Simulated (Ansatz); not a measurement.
boron atom (B), doublet; Ansatz (a first-principles code) with MP2/cc-pVDZ.

Ansatz was given this input:
Ansatz 0.2 input:
```yaml
crystal:
  periodic: [false, false, false]
  atoms:
    - {symbol: B, position_ang: [0.00000000, 0.00000000, 0.00000000]}
basis:
  gaussian:
    orbitals: cc-pVDZ
magnetization: {spin_polarized: true, initial_magnetization: 1}
correlation: {method: mp2}
```

### Question
What does Ansatz print? Leave out banner, timings and long lists.

### Answer

```
Functional definition: HF
71 factors; integrals over basis functions are off by at most 6.9e-5 eV
mean field evaluation 1: about -667.1689 eV, gradient 4.4e0 eV
mean field evaluation 2: about -667.1709 eV, gradient 4.4e0 eV
mean field evaluation 4: about -667.4972 eV, gradient 3.2e-1 eV
mean field evaluation 8: about -667.4943 eV, gradient 9.4e-3 eV
mean field evaluation 16: about -667.4942 eV, gradient 1.5e-3 eV
mean field evaluation 32: about -667.4945 eV, gradient 3.4e-1 eV
mean field -667.49425481 eV, -24.5299614204 hartree, gradient 9.0e-6 eV, S^2 0.757452; 5 other end points of the search recorded, 0 dependent functions left out
1 core orbitals not correlated
reference -667.49425481 eV, -24.5299614204 hartree; 2, 1 occupied and 11, 12 virtual orbitals, 71 factors
second order -0.99350277 eV of doubles, -0.00000000 eV of singles
Total energy: -668.48775758 eV, -24.5664719738 hartree
```
